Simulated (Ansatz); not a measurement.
Cl4Ti, triplet, geometry from GFN2-xTB (such geometries of metal compounds can be far from the true shape) (the multiplicity is a formal guess). Base run: SVWN5/STO-3G in Ansatz (a program for electronic structure).

Here is a job for Ansatz.
Ansatz 0.2 input:
```yaml
crystal:
  periodic: [false, false, false]
  atoms:
    - {symbol: Ti, position_ang: [0.00025670, 0.01043179, 0.01991298]}
    - {symbol: Cl, position_ang: [1.75167063, -0.53833503, -1.18923378]}
    - {symbol: Cl, position_ang: [0.62939803, 0.50034952, 2.06805868]}
    - {symbol: Cl, position_ang: [-0.97459407, 1.75765139, -0.88960055]}
    - {symbol: Cl, position_ang: [-1.40385797, -1.67884312, 0.09210325]}
basis:
  gaussian:
    orbitals: STO-3G
hamiltonian:
  xc: {name: SVWN5}
magnetization: {spin_polarized: true, initial_magnetization: 2}
```

The base run was repeated with changes; each row names its change, and settings that it needs were set with it.

| change | E (Eh) | <S^2> | core-seconds (rough) | outcome |
|---|---|---|---|---|
| base | -2653.47373 | 2.001 | 20 | converged |
| functional = B97M-V | -2661.38097 | 2.002 | 100 | converged |
| functional = wB97M-V | - | - | - | cut at the time limit |
| functional = hf | -2658.30780 | 2.003 | 60 | converged |
| functional = hse06 | -2660.90934 | 2.002 | 70 | converged |
| functional = b3lyp | -2661.62943 | 2.002 | 40 | converged |
| functional = pbe0 | -2660.94692 | 2.002 | 40 | converged |
| functional = BHLYP | -2661.73215 | 2.002 | 20 | converged |
| functional = pbe; dispersion = d3bjatm | -2660.61635 | 2.002 | 30 | converged |
| functional = wB97X-V | -2661.35783 | 2.002 | 50 | converged |
| functional = wB97X | -2661.67263 | 2.002 | 60 | converged |
| functional = blyp; dispersion = d3bj | -2661.44125 | 2.001 | 20 | converged |
| functional = pbe0; dispersion = d3bjatm | -2660.95503 | 2.002 | 40 | converged |

Totals shift with the method and basis; they matter in differences.
